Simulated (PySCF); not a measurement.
Some computed properties have been withheld. Give your best values.

C4H5Br.
InChI=1S/C4H5Br/c1-3-2-4(3)5/h2-3H,1H3/t3-/m0/s1

```tsv
property	level	value
point group	PBE0-D3(BJ)/def2-SVP	?
rotational constants A, B, C	PBE0-D3(BJ)/def2-SVP	?
dipole moment	B3LYP/def2-SVPD	1.08 D
HOMO energy	B3LYP/def2-SVPD	-6.93 eV
LUMO energy	B3LYP/def2-SVPD	-0.50 eV
lowest singlet excitation	TDDFT B3LYP/def2-SVPD	5.49 eV (226 nm, f = 0.000)
strongest line among the 10 lowest singlet transitions	TDDFT B3LYP/def2-SVPD	?
lowest triplet excitation (Tamm–Dancoff)	TDA B3LYP/def2-SVPD	4.02 eV
static isotropic polarisability	B3LYP/def2-SVPD	70.2 au
vertical ionisation energy	ΔSCF B3LYP/def2-SVPD	?
electronic spatial extent ⟨r²⟩ about the centre of nuclear charge	B3LYP/def2-SVPD	811 bohr²
13C chemical shifts (computed TMS as zero) by class	GIAO KT2/pcSseg-2	135.6 (1 C), 116.0 (1 C), 31.2 (1 C), 24.4 (1 C) ppm
1H chemical shifts (computed TMS as zero) by class	GIAO KT2/pcSseg-2	7.10 (1 H), 2.36 (1 H), 1.16 (3 H) ppm
isotropic shieldings of nuclei other than C and H, by class	GIAO KT2/pcSseg-2	2137 (1 Br) ppm
largest of the computed one-bond spin–spin couplings (means over like bonds)	B3LYP/pcJ-1 (pcSseg-1 on Br), spin–dipole term left out	?
```

The electronic properties come from PySCF, for the isolated species, density fitting. Isolated species at its PBE0-D3(BJ)/def2-SVP geometry, gas phase. Relativistic effects, spin–orbit coupling among them, are left out although an element past zinc is present. Atoms bound to Br lack the heavy atom's spin–orbit term in their shielding, so their NMR values are less reliable. NMR classes are plain means over equivalent atoms (diastereotopic ones count apart unless rotation or inversion swaps them), as if these changed places fast; in this geometry the members of some classes differ.

Problem. What is the strongest line among the 10 lowest singlet transitions?

Solution. S8 at 7.32 eV (169 nm, f = 0.102).

Problem. The rotational constants A, B, C?

Solution. 9.000, 1.576, 1.406 GHz.

Problem. What is the point group?

Solution. C1.

Problem. The vertical ionisation energy?

Solution. 9.14 eV.

Problem. What are the largest of the computed one-bond spin–spin couplings (means over like bonds)?

Solution. 13C–1H +241.9, 13C–1H +171.4, 13C–1H +132.0 (×3), 13C–13C +65.3, 13C–13C +46.4, 13C–13C +15.8, 13C–13C +11.2 Hz.

No computed singlet falls in the visible range (750 to 380 nm, 1.65 to 3.26 eV); S1 lies 2.23 eV above its blue end. The vertical singlet–triplet gap S1 − T1 is 1.47 eV (TDDFT singlet less Tamm–Dancoff triplet; S1: HOMO→LUMO+1, weight 0.98; T1: HOMO→LUMO, weight 0.94). The principal polarisabilities are 54.0, 65.6 and 90.8 au; their mean is the isotropic value. With B = h/(8π²I), that is 505.379 GHz u Å² over I, the principal moments of inertia are 56.2, 320.7 and 359.3 u Å² (most abundant isotopes).
